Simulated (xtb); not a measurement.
BeH2IN, SMILES [NH2][Be][I]. All values are semi-empirical tight-binding results from xtb (GFN2-xTB unless named), good for trends rather than for accurate numbers. Geometry: GFN2-xTB. Other conformers were not sampled.

Optimised geometry:

```xyz
5

Be     0.1761    -1.2303     0.9275
I     -0.0667     0.5229    -0.3939
N      0.3052    -2.4243     1.8260
H      0.6925    -3.3257     1.6006
H     -0.0001    -2.4983     2.7827
```
Charge 0, spin multiplicity 1.

For metal compounds this method's bond lengths and energies can be far off.

Computed properties:
```
Property                                       Value
-------------------------------------  -------------
point group as xtb finds it                      C2v
orbital gap                                  5.93 eV
zero-point energy                      16.6 kcal/mol
G − E(el) at 298.15 K (modified RRHO)  -0.6 kcal/mol
```

Problem. Give the atomic charges and the Wiberg bond orders between heavy atoms. (The exact figures need the calculation; the answer reports its results.)

Solution. charges (e) Be1 0.57, I2 -0.35, N3 -0.53, H4 0.15, H5 0.15. Bond orders Be1–I2 1.05, Be1–N3 1.20.
